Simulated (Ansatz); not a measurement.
Si₆Te₆, relaxed as a singlet with RKS PBE-D4/def2-SVP in Ansatz, starting from the GFN1-xTB geometry. Force threshold 0.03 eV/Å.

In the def2 sets Te takes a core potential; there is no spin–orbit coupling. Another isomer (singlet) lies 0.75 eV lower at PBE0-D4/def2-SVP; other spin states weren't run for this one.

Start:

```xyz
12

Si    0.976   -1.572   -0.345
Si    1.842    1.780   -1.151
Si   -2.130   -2.189    1.071
Si   -0.995    0.842    1.302
Si   -0.505    2.050   -1.600
Si    2.844   -0.397   -1.226
Te    1.545    0.484    1.264
Te    1.283    0.230   -3.183
Te   -2.101   -0.471    3.023
Te    0.135   -3.398    1.077
Te   -1.399   -0.476   -0.916
Te   -1.496    3.118    0.683
```

| step | energy (eV) | largest force component (eV/Å) | SCF passes |
| --- | --- | --- | --- |
| 1 | -90992.7889 | 1.403 | 26 |
| 2 | -90993.2004 | 0.523 | 29 |
| 3 | -90993.3052 | 0.227 | 24 |
| 4 (rejected) | -90993.2695 | 0.576 | 29 |
| 5 | -90993.3462 | 0.077 | 24 |
| 6 (rejected) | -90993.3438 | 0.146 | 24 |
| 7 | -90993.3535 | 0.028 | 23 |

Force components are those of the run's own axes.

End:

```tsv
atom	x (Å)	y (Å)	z (Å)
Si1	0.9585	-1.4527	-0.2661
Si2	1.9050	1.7541	-1.1106
Si3	-2.1021	-2.2720	1.0740
Si4	-1.1234	0.8490	1.3254
Si5	-0.5380	2.2155	-1.6272
Si6	2.9554	-0.6265	-1.4611
Te7	1.4468	0.5450	1.3739
Te8	1.3311	0.1989	-3.2284
Te9	-2.1205	-0.4886	3.1303
Te10	0.2231	-3.4461	1.1039
Te11	-1.4105	-0.4632	-1.0199
Te12	-1.5254	3.1866	0.7057
```

By distances, no bond broke or formed. The bond that changes most is Si2–Si6, from 2.40 to 2.63 Å (atoms count from 1).

No frequencies were taken in this run, so the end may be a saddle point.

It took 62 s on 4 threads of Arm Neoverse V2 on a shared host, peak host memory 0.74 GiB.
